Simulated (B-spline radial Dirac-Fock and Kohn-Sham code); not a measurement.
**Pr³⁺: L3-M45M45 lines in intermediate coupling**

System: Pr³⁺ in the configuration [Xe] 4f2.

Level of theory: relaxed Dirac-Fock hole states (ΔSCF) with Breit and QED corrections and a finite nucleus; a radial finite-basis atomic code. The two-hole levels come from diagonalising the Coulomb interaction among the jj configurations; intensities are independent-particle Coulomb rates. Kinetic energies are from the vacuum level. Correlation energy is missing from these numbers. Open outer shells are spectators and are not coupled to the holes.

| kinetic energy (eV) | J | leading jj holes (weight) | leading LS term (weight) | intensity (%) |
| --- | --- | --- | --- | --- |
| 3947.2 | 0 | M4M4 (0.93) | ¹S0 (0.67) | 0.9 |
| 3965.9 | 2 | M4M4 (0.95) | ³F2 (0.47) | 3.1 |
| 3978.7 | 4 | M4M5 (0.97) | ¹G4 (0.92) | 52.3 |
| 3980.1 | 1 | M4M5 (1.00) | ³P1 (1.00) | 0.6 |
| 3983.7 | 2 | M4M5 (0.94) | ³P2 (0.52) | 4.9 |
| 3990.1 | 0 | M5M5 (0.93) | ³P0 (0.67) | 1.1 |
| 3990.2 | 3 | M4M5 (1.00) | ³F3 (1.00) | 7.7 |
| 4002.4 | 2 | M5M5 (0.99) | ¹D2 (0.50) | 9.1 |
| 4009.0 | 4 | M5M5 (0.97) | ³F4 (0.92) | 20.4 |

The strongest line, by its leading LS label ¹G4, lies at 3978.7 eV. The mean weight of the leading component is 0.96 in jj and 0.74 in LS coupling, so jj labels describe these levels better.

Values without a named source are computed, but for edge energies of neutral atoms, which are taken from tables.
